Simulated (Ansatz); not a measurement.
Reaction (cleavage of the Si–Si bond): `CO[Si@@H](N)[Si@@H](N)OC` + HBr → `CO[SiH](N)Br` + `CO[SiH2]N`

Calculated with Ansatz (gas phase, PBE0-D4/def2-TZVP geometries, no zero-point term in ΔE). CBS: MP2 limit from def2 TZ/QZ plus the TZ coupled-cluster correction, frozen cores. This one scheme is used for every species. For Br outer-core shells are correlated without core-valence functions, which leaves a few kJ/mol of doubt a bond. Scalar relativity is left out up to krypton. One conformer a species, not always the lowest.

`CO[Si@@H](N)[Si@@H](N)OC`:

```xyz
20

C     1.194    0.915    2.729
O     0.145    1.365    1.906
Si    0.130    1.138    0.268
N    -1.139    2.017   -0.474
Si   -0.130   -1.138   -0.268
N     1.139   -2.017    0.474
O    -0.145   -1.365   -1.906
C    -1.194   -0.915   -2.730
H     0.989    1.236    3.753
H     1.279   -0.178    2.715
H     2.157    1.343    2.422
H     1.411    1.687   -0.277
H    -1.085    3.023   -0.526
H    -2.093    1.723   -0.338
H    -1.411   -1.687    0.277
H     1.085   -3.023    0.526
H     2.093   -1.723    0.338
H    -2.157   -1.343   -2.422
H    -1.279    0.178   -2.715
H    -0.989   -1.236   -3.753
```

HBr:

Cartesian coordinates in Å:
```
Br 0.078 0.253 0.659
H -0.078 -0.253 -0.659
```

`CO[SiH](N)Br`:

```xyz
11

C     1.808   -0.229    0.604
O     0.704    0.461    0.061
Si   -0.805   -0.148   -0.045
N    -1.886    0.902   -0.808
Br   -0.696   -2.019   -1.252
H     2.075   -1.091   -0.015
H     1.603   -0.578    1.622
H     2.654    0.459    0.636
H    -1.306   -0.493    1.303
H    -2.300    1.669   -0.305
H    -1.851    1.067   -1.800
```

`CO[SiH2]N`:

```xyz
11

C    -0.259   -1.531   -0.764
O     0.258   -0.268   -1.105
Si   -0.029    1.081   -0.210
N     0.553    1.068    1.394
H     0.163   -1.896    0.180
H    -1.352   -1.508   -0.670
H     0.002   -2.237   -1.555
H    -1.499    1.278   -0.085
H     0.648    2.146   -0.981
H    -0.017    0.779    2.170
H     1.531    1.087    1.625
```

```
                   species  CCSD(T)/CBS(def2) energy (Eh)
`CO[Si@@H](N)[Si@@H](N)OC`                     -921.37148
                       HBr                    -2573.91920
            `CO[SiH](N)Br`                    -3034.06031
               `CO[SiH2]N`                     -461.28168
```

Q: Work out ΔE.

A: ΔE = (-3034.06031) + (-461.28168) − (-921.37148) − (-2573.91920) = -0.05131 Eh = -32.2 kcal/mol.

Largest T1 diagnostic among the species: 0.012.

From PBE to PBE0 (25 % exact exchange), in def2-TZVPP and without D4, ΔE moves by −2.2 kcal/mol. The D4 term adds +2.2 kcal/mol with B3LYP and +1.5 kcal/mol with PBE0; it sums over pairs of atoms, weighted by their polarisabilities, and B3LYP, whose exchange is more repulsive, gets the larger term.

B3LYP here is the variant with VWN-RPA as its local correlation; programs differ in this.
